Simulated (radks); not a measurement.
Q: Coherent X-ray form factor from a spherical all-electron density. Method: scalar-relativistic Kohn-Sham, PBEsol, spin-polarised, spherical densities, point nucleus; computed with a radial shooting solver on a logarithmic mesh with Libxc functionals.

| sin(theta)/lambda (1/angstrom) | f0 (electrons) |
|---|---|
| 0.05 | 16.812 |
| 0.1 | 16.271 |
| 0.15 | 15.444 |
| 0.2 | 14.425 |
| 0.25 | 13.313 |
| 0.3 | 12.199 |
| 0.4 | 10.220 |
| 0.5 | 8.742 |
| 0.6 | 7.725 |
| 0.8 | 6.456 |
| 1 | 5.484 |
| 1.25 | 4.334 |
| 1.5 | 3.346 |
| 2 | 2.091 |

The species is in the configuration that NIST lists as its ground one. Which atom or ion scatters so?

A: The scandium ion Sc4+, [Ne] 3s2 3p5. Extrapolating in s^2 from the first two rows gives f0(0) = 17.0, near the electron count 17; among species with that count, the fall with angle is slower the higher Z, and the table is that of Z = 21; from so few rows the species is fixed only to a neighbour or two.
